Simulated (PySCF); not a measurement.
CH7FOSi2, SMILES O[Si@@H](F)C[SiH3]. Geometry: PBE-D3(BJ)/def2-SVP. The structure was generated by enumeration; whether it is a known compound was not checked. Other conformers were not sampled.

Computed equilibrium geometry at PBE-D3(BJ)/def2-SVP (PySCF confirms it by a frequency run) as bond lengths and angles (one conformer of several):
Atoms: O1 Si2 F3 C4 Si5 H6 H7 H8 H9 H10 H11 H12. Bond lengths (Å): O1–Si2 1.671, O1–H6 0.972, Si2–F3 1.643, Si2–C4 1.861, Si2–H7 1.500, C4–Si5 1.899, C4–H8 1.111, C4–H9 1.111, Si5–H10 1.505, Si5–H11 1.506, Si5–H12 1.501. Angles (°): Si2–O1–H6 116.8, O1–Si2–F3 109.4, O1–Si2–C4 106.1, O1–Si2–H7 111.9, F3–Si2–C4 110.5, F3–Si2–H7 105.4, C4–Si2–H7 113.6, Si2–C4–Si5 114.0, Si2–C4–H8 108.7, Si2–C4–H9 108.9, Si5–C4–H8 109.3, Si5–C4–H9 108.7, H8–C4–H9 106.9, C4–Si5–H10 110.2, C4–Si5–H11 109.9, C4–Si5–H12 110.8, H10–Si5–H11 108.0, H10–Si5–H12 109.2, H11–Si5–H12 108.7.
